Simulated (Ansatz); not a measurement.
Start from `COBCCl` and change one atom or group to get `C=NBCCl`.

Ansatz, PBE0-D4/def2-TZVP geometries, multiplicity 1. Each molecule was computed in one conformer, which needn't be the lowest.

```
                                        property  `COBCCl`
           HOMO–LUMO gap (B3LYP/def2-TZVPP) / eV      7.01
           HOMO energy (ωB97M-V/def2-TZVPP) / eV    -10.31
            HOMO–LUMO gap (PBE0/def2-TZVPP) / eV      7.50
           LUMO energy (ωB97M-V/def2-TZVPP) / eV      1.40
              HOMO energy (PBE0/def2-TZVPP) / eV     -8.03
size of the dipole moment (B3LYP/def2-TZVPP) / D      2.55
```

What does the change do to each property? (Best estimate.)

Computed: 
| property | `C=NBCCl` | shift |
| --- | --- | --- |
| HOMO–LUMO gap (B3LYP/def2-TZVPP) / eV | 6.36 | -0.65 |
| HOMO energy (ωB97M-V/def2-TZVPP) / eV | -10.17 | 0.14 |
| HOMO–LUMO gap (PBE0/def2-TZVPP) / eV | 6.84 | -0.66 |
| LUMO energy (ωB97M-V/def2-TZVPP) / eV | 1.13 | -0.27 |
| HOMO energy (PBE0/def2-TZVPP) / eV | -7.88 | 0.15 |
| size of the dipole moment (B3LYP/def2-TZVPP) / D | 1.89 | -0.66 |

With PBE0 the HOMO rises by 0.15 eV and the LUMO falls by 0.51 eV, so the gap narrows by about 0.66 eV. PBE moves the HOMO by 0.11 eV and ωB97M-V by 0.14 eV. Dipoles are sizes alone; their direction can turn.

B3LYP here is the variant with VWN-RPA as its local correlation; programs differ in this.
